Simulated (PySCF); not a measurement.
Computed IR spectrum (relative IR intensity) of a molecule C2H4Cl2Si2. Geometry optimised at B3LYP-D3(BJ)/def2-SVP. One conformer was computed; it need not be the lowest. All values below come from B3LYP-D3(BJ)/def2-SVP (PySCF). Frequencies are harmonic and unscaled.

Lines under 2 % of the strongest are left out, and lines within 2 cm⁻¹ are merged.

ν (cm⁻¹): 155 (vw), 178 (vw), 319 (m), 336 (w), 510 (m), 518 (w), 567 (s), 598 (s), 678 (s), 749 (w), 755 (w), 874 (vs), 938 (m), 2150 (m), 2221 (m), 2234 (m), 2238 (m), 3454 (m) (against the strongest line: vs over 80 %, s over 45 %, m over 15 %, w over 4 %, vw less)

Question: Identify the compound among the candidates.
(A) C#C[SiH2][SiH](Cl)Cl
(B) ClC1=C[SiH2][Si@H]1Cl
(C) [SiH3]C#C[SiH](Cl)Cl
(D) C#C[Si]([SiH3])(Cl)Cl

Answer: D, C#C[Si]([SiH3])(Cl)Cl
